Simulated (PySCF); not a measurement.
**Frontier orbitals and the lowest excitations**

Species: C3H13NSi2.
SMILES with atom numbers: `[NH2:1][CH2:2][CH2:3][CH:4]([SiH3:5])[SiH3:6]` (hydrogens: H7, H8 on N1; H9, H10 on C2; H11, H12 on C3; H13 on C4; H14, H15, H16 on Si5; H17, H18, H19 on Si6)

Structure used (GFN2-xTB), in Å, numbered top down from 1:
```
atom  x, y, z in Å
N1     1.871    0.576    0.051
C2     1.390   -0.702    0.544
C3     0.338   -1.216   -0.429
C4    -0.845   -0.257   -0.516
Si5   -1.974   -0.339    1.009
Si6   -0.325    1.537   -0.926
H7     2.380    1.090    0.759
H8     2.478    0.443   -0.750
H9     0.928   -0.542    1.521
H10    2.195   -1.444    0.665
H11    0.013   -2.212   -0.116
H12    0.804   -1.316   -1.415
H13   -1.455   -0.587   -1.364
H14   -2.177   -1.743    1.395
H15   -1.402    0.362    2.163
H16   -3.273    0.256    0.695
H17   -1.575    2.125   -1.462
H18    0.008    2.382    0.217
H19    0.612    1.598   -2.048
```

Method: PySCF 2.14.0, density-fitted response routines, TDDFT PBE0/def2-SVPD, vertical, gas phase, core orbitals frozen in the response.

Frontier orbitals with the atoms that hold most of them (Löwdin shares over 4%, at most four atoms; ? is withheld):

```
orbital  ε (eV)                              atoms
 LUMO+2    0.97  Si5 21%, Si6 20%, H19 10%, H15 7%
 LUMO+1    0.87    Si5 19%, Si6 12%, C4 8%, H14 6%
   LUMO    0.31                                  ?
   HOMO   -7.01    N1 40%, Si6 15%, H17 12%, C2 7%
 HOMO-1   -7.98                                  ?
 HOMO-2   -8.66   C4 24%, Si6 14%, Si5 12%, C3 11%
 HOMO-3   -9.06  Si6 22%, H17 16%, N1 11%, Si5 10%
```

Task: Give the leading atoms of the HOMO-1.

Result: C4 (bonded to C, 2 Si and H) 32%; Si6 (bonded to C and 3 H) 16%; Si5 (bonded to C and 3 H) 13%; C3 (bonded to 2 C and 2 H) 9%. By element: carbon 41% or more, silicon 30%.

Task: Give the leading atoms of the LUMO.

Result: C2 (bonded to C, N and 2 H) 12%; Si5 (bonded to C and 3 H) 11%; Si6 (bonded to C and 3 H) 10%; H7 (bonded to N) 8%. By element: silicon 21%, carbon 12% or more, hydrogen 8% or more.

Task: The HOMO–LUMO gap is 7.32 eV. Where does the response calculation put the lowest singlet, and from which orbitals?

Result: S1 is at 6.16 eV (f = 0.021), 1.17 eV below the gap, made of HOMO→LUMO (94%). Without the coupling terms of the response equations the lowest excitation would equal the gap.

Task: Give energy, strength and leading configuration of S1 and S2, and follow the Löwdin shares of the leading atoms from the occupied to the empty orbital.

Result: 
- S1 (6.16 eV, f 0.021), HOMO→LUMO (94%): N1 40% → at most 8%, Si6 15% → 10%, C2 7% → 12%, Si5 at most 8% → 11%
- S2 (6.77 eV, f 0.0026), HOMO→LUMO+1 (89%): N1 40% → at most 7%, Si6 15% → 12%, Si5 at most 8% → 19%

One conformer stands for the species.
